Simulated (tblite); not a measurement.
Run record: tight-binding relaxation, `C=C[C@@H](CS(=O)(=O)Cl)OC`.

Computed with GFN2-xTB geometry optimisation, gas phase (tblite 0.8.0). Start geometry: from a force field or distance geometry. The command runs a driver script over a list of jobs; the input below is this job's line of settings and its coordinates in Å.

Command:
```bash
OMP_NUM_THREADS=1 python probes_run.py task.json out
```

Input:
```
{"job": {"kind": "relax", "xc": "GFN2-xTB", "basis": "xTB"}, "charge": 0, "multiplicity": 1}
C     -1.709700    -2.040400     0.283100
C     -1.287900    -0.986900    -0.440800
C     -0.098700    -0.130200    -0.044100
C      0.995500    -0.286300    -1.086000
S      2.552600     0.272100    -0.447200
O      2.775100    -0.304600     0.853400
O      3.537200     0.126400    -1.514600
Cl     2.460400     2.298400    -0.135500
O     -0.542300     1.231200    -0.086400
C     -1.190900     1.647200     1.121000
H     -2.581200    -2.616300    -0.046600
H     -1.241700    -2.346200     1.210700
H     -1.813400    -0.723200    -1.336700
H      0.251500    -0.381300     0.955700
H      0.795300     0.273700    -1.996700
H      1.150000    -1.347600    -1.318700
H     -2.082100     1.055900     1.313500
H     -1.485000     2.688800     1.001700
H     -0.494400     1.578600     1.966300
```

Task: What does the run print?

Result: 
```
step      E/eV     max force
  0    -959.11236    2.172
  1    -959.20217    1.613
  2    -959.23619    0.516
  3    -959.24930    0.324
  4    -959.25886    0.183
  5    -959.26389    0.173
  6    -959.26821    0.137
  7    -959.27119    0.147
  8    -959.27374    0.140
  9    -959.27575    0.101
... (130 lines left out)
140    -959.35596    0.030
141    -959.35607    0.040
142    -959.35618    0.038
143    -959.35629    0.034
144    -959.35636    0.022
145    -959.35641    0.024
146    -959.35648    0.022
147    -959.35655    0.022
148    -959.35659    0.013
149    -959.35661    0.007
```

«max force» is the largest atomic force in eV/Å.

Task: From which step on does the largest force stay under 0.1 eV/Å, and how much energy is left to gain from there?

Result: From step 88 (0.093 eV/Å), 15.4 meV above the end.

Summary of the converged run: energy lowered by 5.6 kcal/mol over 149 steps; largest atomic force 0.007 eV/Å at the end.

Task: Give the final coordinates.

Result: 0.474 Å rms from the input after alignment:
```
atom  x, y, z in Å
C1    -1.8975   -2.0337    0.1066
C2    -1.3727   -0.9979   -0.5188
C3    -0.1267   -0.2850   -0.0614
C4     1.0094   -0.4323   -1.0536
S5     2.3533    0.5769   -0.3667
O6     2.2705    0.6515    1.0562
O7     3.5862    0.1337   -0.9372
Cl8    2.0454    2.4244   -1.1160
O9    -0.3253    1.1128    0.0397
C10   -0.8620    1.5379    1.2712
H11   -2.7934   -2.5157   -0.2447
H12   -1.4470   -2.4483    0.9937
H13   -1.8307   -0.5749   -1.4016
H14    0.2042   -0.6840    0.9089
H15    0.7676   -0.0089   -2.0227
H16    1.3954   -1.4417   -1.1439
H17   -1.8383    1.0797    1.4617
H18   -0.9717    2.6168    1.1905
H19   -0.1764    1.2979    2.0905
```

Hardware: an Arm Neoverse V1 with one thread, shared host. Cost: 1.5 s.
Labels such as C1 count atoms from 1, the log's own numbers from 0.
